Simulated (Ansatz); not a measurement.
Consider the formal exchange of groups at the Si–N bond: `N[SiH2][NH][GeH2][NH2]` + `[CH3][SnH3]` → `[CH3][SnH2][SiH2]N` + `[NH2][GeH2][NH2]`.

Computed with Ansatz on PBE0-D4/def2-TZVP structures; ΔE is electronic, products minus reactants. CBS: MP2 limit from def2 TZ/QZ plus the TZ coupled-cluster correction, frozen cores. Elements past krypton have def2 core potentials. For Ge, Sn outer-core shells are correlated without core-valence functions, which leaves a few kJ/mol of doubt a bond. Scalar relativity is left out up to krypton. One conformer a species, not always the lowest.

| species | CCSD(T)/CBS(def2) energy (Eh) |
| --- | --- |
| `N[SiH2][NH][GeH2][NH2]` | -2534.80214 |
| `[CH3][SnH3]` | -255.66383 |
| `[CH3][SnH2][SiH2]N` | -601.29371 |
| `[NH2][GeH2][NH2]` | -2189.15013 |

(1) Work out ΔE.

Largest T1 diagnostic among the species: 0.012.

Results:

(1) ΔE = (-601.29371) + (-2189.15013) − (-2534.80214) − (-255.66383) = 0.02213 Eh = +0.60 eV.

From PBE to PBE0 (25 % exact exchange), in def2-TZVPP and without D4, ΔE moves by +0.07 eV. In def2-TZVPP, CCSD(T) changes the Hartree–Fock value by −0.10 eV (the triples alone add −0.01 eV) and MP2 by −0.09 eV.
